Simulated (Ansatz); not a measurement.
Ansatz (a first-principles code) input (HF/6-31G* with LANL2DZ past Ar): The .json file joins the Basis Set Exchange's 6-31G* for atoms up to Ar and LANL2DZ past it.

Ansatz 0.2 input:
```yaml
crystal:
  periodic: [false, false, false]
  atoms:
    - {symbol: Zr, position_ang: [-0.00000000, -0.00000000, -0.28540541]}
    - {symbol: O, position_ang: [0.00000000, 0.00000000, 1.42702707]}
basis:
  gaussian:
    orbitals: 6-31Gs+LANL2DZ.json
hamiltonian:
  xc: {name: HF}
phonons: {temperatures: {t_min: 298.15, t_max: 298.15, t_step: 100}}
```

Task: Which harmonic wavenumbers does it give?

Result: 1081 cm⁻¹ (unscaled; negative means imaginary).
